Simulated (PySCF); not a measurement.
A mixed set of molecules.

All values: CAM-B3LYP/def2-SVPD (PySCF) at PBE0-D3(BJ)/def2-SVP geometries, gas phase, one conformer each. Core orbitals are frozen in the response; Δα² is half the sum of the squared differences of the principal polarisabilities. The calculation is non-relativistic, for bromine too.

Problem. Rank by HOMO–LUMO gap, highest first.
A. `FC(F)OC([SiH3])[SiH3]`
B. `S[Si](Br)(Br)Br`
C. `C[SiH2]/C=C/[SiH2]P`
D. `C[S@](=O)C1=CC=CC=C1`
E. `CCSCCC(F)F`
F. `C[Si@H]1C[Si@H](P)C1`

Solution. A (10.56 eV), F (9.50 eV), E (9.09 eV), C (8.92 eV), B (8.73 eV), D (8.19 eV).

Problem. Rank by dipole moment, lowest first.
A. `[CH3:1][CH2:2][CH:3]([OH:4])[CH2:5][CH3:6]` with C1–C2–C3–O4 -57°, C2–C3–O4–H -62°, C2–C3–C5–C6 -177°
B. `[CH2:1]=[C:2]([CH3:3])[SiH2:4][SiH2:5][PH2:6]` with C1–C2–Si4–Si5 106°, C2–Si4–Si5–P6 3°, Si4–Si5–P6–H -158° and -63°
C. `[F:1][CH:2]([F:3])[O:4][CH:5]([SiH3:6])[SiH3:7]` with F1–C2–O4–C5 -73°, C2–O4–C5–Si6 -169°
D. `[CH3:1][Si@H:2]1[CH2:3][Si@H:4]([PH2:5])[CH2:6]1` with C3–Si4–P5–H 176° and 82°
E. `CB(C)C1=CC=C(F)C=C1`
F. `[CH3:1][S@:2](=[O:3])[c:4]1[cH:5][cH:6][cH:7][cH:8][cH:9]1` with C1–S2–C4–C5 -79°

Solution. B (0.50 D), E (1.02 D), D (1.32 D), A (1.66 D), C (2.56 D), F (4.25 D).

Problem. Rank by polarisability anisotropy Δα, highest first.
A. `[CH3:1][Si@H:2]1[CH2:3][Si@@H:4]([PH2:5])[CH2:6]1` with C3–Si4–P5–H 180° and -85°, C1–Si2–C3–Si4 102°, Si2–C3–Si4–P5 -97°, C3–Si4–C6–Si2 -14°, C1–Si2–C6–Si4 -102°
B. `[CH2:1]=[C:2]([CH3:3])[SiH2:4][SiH2:5][PH2:6]` with C1–C2–Si4–Si5 106°, C2–Si4–Si5–P6 3°, Si4–Si5–P6–H -158° and -63°
C. `[CH3:1][CH2:2][CH:3]([OH:4])[CH2:5][CH3:6]` with C1–C2–C3–O4 -57°, C2–C3–O4–H -62°, C2–C3–C5–C6 -177°
D. `CB(C)C1=CC=C(F)C=C1`
E. `[F:1][CH:2]([F:3])[O:4][CH:5]([SiH3:6])[SiH3:7]` with F1–C2–O4–C5 -73°, C2–O4–C5–Si6 -169°
F. Br3Si(SH), `S[Si](Br)(Br)Br`

Solution. D (9.50 Å³), A (4.06 Å³), B (3.40 Å³), E (2.58 Å³), C (2.16 Å³), F (0.41 Å³).

All values together:

```
               SMILES     formula  μ (D)  HOMO (eV)  LUMO (eV)  α (Å³)  Δα (Å³)  electrons  α per electron (Å³)  ΔSCF removal energy (eV)
  C[SiH2]/C=C/[SiH2]P   C3H11PSi2   0.93      -8.75       0.17   18.07     6.55         72                0.251                      9.55
    C[S@](=O)c1ccccc1      C7H8OS   4.25      -8.08       0.11   15.60     7.88         74                0.211                      8.75
C[Si@H]1C[Si@@H](P)C1   C3H11PSi2   0.43      -8.57       1.03   16.88     4.06         72                0.234                      9.26
  C=C(C)[SiH2][SiH2]P   C3H11PSi2   0.50      -8.64       0.54   18.26     3.40         72                0.254                      9.25
             CCC(O)CC      C5H12O   1.66      -9.31       1.21   10.10     2.16         50                0.202                     10.17
           CCSCCC(F)F    C5H10F2S   2.81      -7.95       1.14   12.56     3.60         74                0.170                         –
 C[Si@H]1C[Si@H](P)C1   C3H11PSi2   1.32      -8.48       1.01   17.10     6.46         72                0.238                      9.13
      S[Si](Br)(Br)Br     Br3HSSi   0.97      -9.39      -0.66   16.09     0.41        136                0.118                     10.20
FC(F)OC([SiH3])[SiH3]  C2H8F2OSi2   2.56      -9.71       0.85   12.83     2.58         74                0.173                     10.37
     CB(C)c1ccc(F)cc1     C8H10BF   1.02      -8.53      -0.44   15.99     9.50         72                0.222                      9.18
```

Conformers: `[CH3:1][SiH2:2]/[CH:3]=[CH:4]/[SiH2:5][PH2:6]` with C1–Si2–C3–C4 121°, C3–C4–Si5–P6 9°, C4–Si5–P6–H 177° and 83°; `[CH3:1][S@:2](=[O:3])[c:4]1[cH:5][cH:6][cH:7][cH:8][cH:9]1` with C1–S2–C4–C5 -79°; `[CH3:1][Si@H:2]1[CH2:3][Si@@H:4]([PH2:5])[CH2:6]1` with C3–Si4–P5–H 180° and -85°, C1–Si2–C3–Si4 102°, Si2–C3–Si4–P5 -97°, C3–Si4–C6–Si2 -14°, C1–Si2–C6–Si4 -102°; `[CH2:1]=[C:2]([CH3:3])[SiH2:4][SiH2:5][PH2:6]` with C1–C2–Si4–Si5 106°, C2–Si4–Si5–P6 3°, Si4–Si5–P6–H -158° and -63°; `[CH3:1][CH2:2][CH:3]([OH:4])[CH2:5][CH3:6]` with C1–C2–C3–O4 -57°, C2–C3–O4–H -62°, C2–C3–C5–C6 -177°; `[CH3:1][CH2:2][S:3][CH2:4][CH2:5][CH:6]([F:7])[F:8]` with C1–C2–S3–C4 -74°, C2–S3–C4–C5 165°, S3–C4–C5–C6 -69°, C4–C5–C6–F7 -62°; `[CH3:1][Si@H:2]1[CH2:3][Si@H:4]([PH2:5])[CH2:6]1` with C3–Si4–P5–H 176° and 82°; `[F:1][CH:2]([F:3])[O:4][CH:5]([SiH3:6])[SiH3:7]` with F1–C2–O4–C5 -73°, C2–O4–C5–Si6 -169°.

A dash marks a removal energy that wasn't run or isn't settled.

Problem. By how much does the ΔSCF value exceed −ε(HOMO) over the species that have both?

Solution. By 0.61 to 0.86 eV, 0.71 eV on average, over 9 species.
